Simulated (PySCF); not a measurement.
**Solvent effects on NMR parameters**

Atoms are numbered as in `[CH3:1][CH2:2][P:3](=[O:4])([CH2:5][CH3:6])[CH2:7][CH3:8]`. Each H is labelled by its parent atom.

GIAO PBE0/pcSseg-1 in PySCF 2.14 on one PBE0-D3(BJ)/def2-SVP conformer, non-relativistic, equivalent nuclei averaged. Solvents enter as an IEF-PCM continuum (chloroform with ε = 4.7, acetone with ε = 20.5) around the gas-phase geometry. Shifts are referred to TMS, PH3 computed in the same medium.

In chloroform, δ in ppm: C2/C5/C7 21.8, C1/C6/C8 7.3, P3 302.4, H(C2)/H(C5)/H(C7) 1.42, H(C1)/H(C6)/H(C8) 1.04. Dipole moment 5.27 D.

(1) How does each δ change in the more polar medium?

(2) Which nuclei move most (in ppm), and what does the model miss?

Answers

(1) 
```
            atoms                         environment  Δδ, acetone
         C2/C5/C7                 sp3 CH2 bonded to P         +0.2
         C1/C6/C8                       methyl carbon         +0.1
               P3         phosphorus bonded to 3 C, O         +3.4
H(C2)/H(C5)/H(C7)  hydrogen on an sp3 CH2 bonded to P        +0.05
H(C1)/H(C6)/H(C8)         hydrogen on a methyl carbon         0.00
```

Changes are relative to chloroform. The dipole moment becomes 5.73 D in acetone.

(2) P3 (phosphorus bonded to 3 C, O, +3.4 ppm) in acetone. A continuum only polarises the solute; specific hydrogen bonds, the anisotropy of aromatic solvents and changes of geometry or conformer are outside it.
